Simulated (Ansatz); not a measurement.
Saddle point of BH₃SF₂, singlet (BHSF₂ ([F][B]([F])[SH]) + H₂ → BHF₂ ([F][BH][F]) + H₂S; bonds formed: B1–H6, S2–H5; bonds broken: B1–S2, H5–H6), PBE0-D4/def2-TZVP structure:

```
7
angstrom
B -0.6033 -0.2147 -0.0325
S 1.1849 0.3554 -0.8859
F -1.1892 -1.1257 -0.8194
F -1.2938 0.8465 0.4057
H 0.7312 -0.4881 0.4499
H -0.0874 -0.8496 1.0308
H 1.2575 1.4763 -0.1486
```

Energies are electronic, without zero-point energy. Barriers and step energies count from the start structure reached by relaxing down the imaginary mode; all methods use the PBE0-D4 structures, on which another method's saddle can fall below an end. Ansatz 0.2.0; basis: def2-TZVPP, with def2-QZVPP for the basis limit; cores frozen in the correlated methods. B3LYP uses VWN-RPA correlation. Extrapolation: Hartree–Fock as exp(−7.88 √X), correlation as X^−2.97.

```
      method  barrier (eV)  step energy (eV)
       SPW92         1.019             0.316
      PBE-D4         1.398             0.356
     BLYP-D4             ?             0.307
   r2SCAN-D4         1.536             0.370
      B97M-V         1.660             0.366
     PBE0-D4         1.534             0.321
    B3LYP-D4         1.738             0.278
  r2SCAN0-D4         1.628             0.331
    BHLYP-D4         1.913             0.229
CAM-B3LYP-D4         1.771             0.249
     wB97X-V         1.776             0.289
     wB97M-V             ?             0.289
      B2PLYP         1.803             0.283
    PBE-QIDH         1.695             0.312
  RPA on PBE         1.831             0.265
          HF             ?             0.163
         MP2         1.807             0.331
        CCSD         1.919             0.242
     CCSD(T)         1.831             0.279
```

**Question.** Fill in the withheld barriers. (An estimate is asked for; the value comes from the calculation.)

**Answer.** Computed: wB97M-V 1.759; HF 2.442; BLYP-D4 1.660 eV. Each is the energy of the saddle less that of the start structure, by the same method.

For comparison, the barrier by CCSD(T) at an estimated basis limit (MP2 extrapolated from triple and quadruple zeta, plus CCSD(T) − MP2 in triple zeta) is 1.817 eV.

No T1 diagnostic of these runs exceeds 0.013. The end structure is not quite a true minimum (one mode of 32i cm⁻¹).

Labels in which every atom is bracketed show which atoms are joined, not bond orders.

For scale, one of the runs: CCSD(T)/def2-TZVPP, 177 basis functions (an equivalent command: `ansatz run in.yaml --threads 2`). The run took 52 s on 2 CPU threads (shared host), with 1.7 GiB of host memory at its peak.
